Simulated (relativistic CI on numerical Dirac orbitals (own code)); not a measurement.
**Excitation temperature from two lines of Ne I**

Problem. In an optically thin plasma whose excited levels follow a Boltzmann distribution, the energy emitted in Ne I 6266.49 Å and 8654.38 Å has the ratio 2.06 (an assumed reading, corrected for the detector). Tabulated data (NIST Handbook of Basic Atomic Spectroscopic Data): upper levels 150772.1 and 162410.2 cm⁻¹, g = 3 and 7, A = 2.49 × 10^7 and 4.45 × 10^7 s⁻¹. Calculate the temperature, its uncertainty for 15 % in the ratio of intensities and A values together, and the strength of these other lines with tabulated A (λ in Å, g, A, upper level): 6402.25, 7, 5.14 × 10^7, 149657.0; 6506.53, 5, 3.00 × 10^7, 149824.2; 6143.06, 5, 2.82 × 10^7, 150315.9; 6382.99, 3, 3.21 × 10^7, 150121.6.

Working.
1. The emitted power of a line is proportional to (gA/λ) exp(−E/kT), so I₁/I₂ = (g₁A₁λ₂/g₂A₂λ₁) exp[(E₂ − E₁)/kT].
2. The prefactor is 0.3312 and E₂ − E₁ = 11638.1 cm⁻¹ = 1.443 eV.
3. kT = (E₂ − E₁)/ln(2.06/0.3312) = 11638.1/1.8278 = 6367 cm⁻¹ = 0.789 eV, or T = 9160 K.
4. δT/T = (kT/ΔE) × 15 % = 8.2 %; lines whose upper levels lie far apart give the better thermometer.
5. Other lines relative to the first: 6402.25 Å: 5.6, 6506.53 Å: 2.2, 6143.06 Å: 2.1, 6382.99 Å: 1.4.

Remark. Dense plasmas such as arcs and laser-ablation plumes come near a Boltzmann distribution among excited levels, though their strong lines may be self-absorbed. Low-pressure etch and deposition plasmas, at 10¹⁰ to 10¹³ electrons per cm³, do not: there the number found is an excitation temperature of these levels and not the electron temperature.
